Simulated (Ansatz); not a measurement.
`O[Si](Br)(Br)Br` + H₂O → `O[Si](O)(Br)Br` + HBr at 700 K and 1 bar (formal hydrolysis of the Si–Br bond).

Gas-phase electronic energies from Ansatz, PBE0-D4/def2-TZVP geometries. CBS: MP2 limit from def2 TZ/QZ plus the TZ coupled-cluster correction, frozen cores. This one scheme is used for every species. For Br outer-core shells are correlated without core-valence functions, which leaves a few kJ/mol of doubt a bond. Scalar relativity is left out up to krypton. Each species was taken in one conformer, which may not be the lowest.

```tsv
species	CCSD(T)/CBS energy (Eh)	H − E (kJ/mol)	S (J/(mol·K))
`O[Si](Br)(Br)Br`	-8085.01229	115.3	483.1
H₂O	-76.37941	80.5	218.4
`O[Si](O)(Br)Br`	-5587.47927	153.5	476.5
HBr	-2573.91920	36.5	223.7
```

H − E and S are ideal-gas, rigid-rotor, harmonic terms from PBE0-D4/def2-TZVP, for one conformer and one mirror image of each species. 1 Eh = 2625.50 kJ/mol, R = 8.31446 J/(mol·K).

Problem. By hand: ΔE, ΔH, ΔS and ΔG.

Solution. ΔE = (-5587.47927) + (-2573.91920) − (-8085.01229) − (-76.37941) = -0.00677 Eh = -17.8 kJ/mol. Δ(H − E) = 153.5 + 36.5 − 115.3 − 80.5 = -5.8, so ΔH = -23.6 kJ/mol. ΔS = 476.5 + 223.7 − 483.1 − 218.4 = -1.3 J/(mol·K). ΔG = -23.6 − 700 × (-1.3)/1000 = -22.7 kJ/mol.

Problem. By hand: the equilibrium constant, and the temperature at which ΔG would vanish if ΔH and ΔS stayed fixed.

Solution. log₁₀ K = −ΔG/(RT ln 10) = 1.7. ΔG = 0 at ΔH/ΔS = 18154 K, far beyond where these terms or the molecules hold.

The number of gas molecules stays the same, so ΔS is small and ΔH decides. A doubt of 5 kJ/mol in ΔE shifts log₁₀ K by 0.4 here. Other conformers and mirror images would add mixing entropy, several J/(mol·K) or more a flexible species. These are equilibria of isolated gas molecules and say nothing of rates. Largest T1 diagnostic: 0.009 (customary marks: 0.02 for closed shells, 0.045 for open ones).
